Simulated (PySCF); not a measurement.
CH$_{4}$BF$_{2}$N (SMILES CNB(F)F), singlet, at a GFN2-xTB geometry.

The PySCF input:
```python
from pyscf import gto, scf, dft, tdscf

mol = gto.M(
    atom='''
B     0.232200    0.415723    0.290377
F     1.273543    0.884319    0.971686
F    -0.808960    1.232361    0.180905
N     0.247518   -0.848167   -0.264928
C    -0.813032   -1.477282   -1.026368
H     1.066185   -1.425084   -0.149842
H    -1.147302   -2.391683   -0.532202
H    -0.466405   -1.724597   -2.031729
H    -1.649155   -0.786509   -1.098730
''',
    basis='6-31g',
    charge=0,
    spin=0,
    verbose=4,
)

mf = dft.RKS(mol)
mf.xc = 'camb3lyp'
mf.kernel()
td = mf.TDA()
td.nstates = 5
td.kernel()
td.analyze()
```

Task: What does this run give for the HOMO-LUMO gap, lowest excitation energy found, number of basis functions, total energy?

Result: 
The HOMO-LUMO gap is 12.54 eV and the lowest excitation energy found is 8.44 eV. The number of basis functions comes out as 53 and the total energy is -319.7710 Eh.
